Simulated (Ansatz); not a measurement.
Reaction (redistribution): `NB(Cl)O[SiH3]` + `O[SiH2][SiH2]S` → `NB(S)Cl` + `O[SiH2][SiH2]O[SiH3]`

Calculated with Ansatz (gas phase, PBE0-D4/def2-TZVP geometries, no zero-point term in ΔE). CBS: MP2 limit from def2 TZ/QZ plus the TZ coupled-cluster correction, frozen cores. This one scheme is used for every species. DFT in def2-TZVPP. B3LYP here is the variant with VWN-RPA as its local correlation; programs differ in this. One conformer a species, not always the lowest.

Problem. Is it downhill or uphill in electronic energy at CCSD(T)/CBS, and by how much? (Estimate.)

Solution. Ansatz gave: Uphill: ΔE = +20.2 kJ/mol.

Problem. What do these levels give: LDA (SPW92), PBE0-D4, CAM-B3LYP-D4, B2PLYP, BLYP, B3LYP, r2SCAN0, MP2/def2-SVP, CCSD/def2-SVP, CCSD(T)/def2-SVP, CCSD/def2-TZVPP, HF/CBS(def2)? (Estimate.)

Solution. Computed: LDA (SPW92) 30.1, PBE0-D4 25.7, CAM-B3LYP-D4 19.5, B2PLYP 19.5, BLYP 20.8, B3LYP 21.5, r2SCAN0 25.1, MP2/def2-SVP 29.2, CCSD/def2-SVP 30.3, CCSD(T)/def2-SVP 30.4, CCSD/def2-TZVPP 19.5, HF/CBS(def2) 20.0 kJ/mol.

Largest T1 diagnostic among the species: 0.012.

Leaving LDA and LC-ωPBE aside and taking each functional with its dispersion term where it has one, the values, not all of them listed here, spread over 6.9 kJ/mol, from BLYP-D4 to HSE06-D4. LDA lies +3.8 kJ/mol from PBE without D4. At CCSD(T), def2-SVP lies +10.2 kJ/mol from the extrapolated value and def2-TZVPP −0.6 kJ/mol.
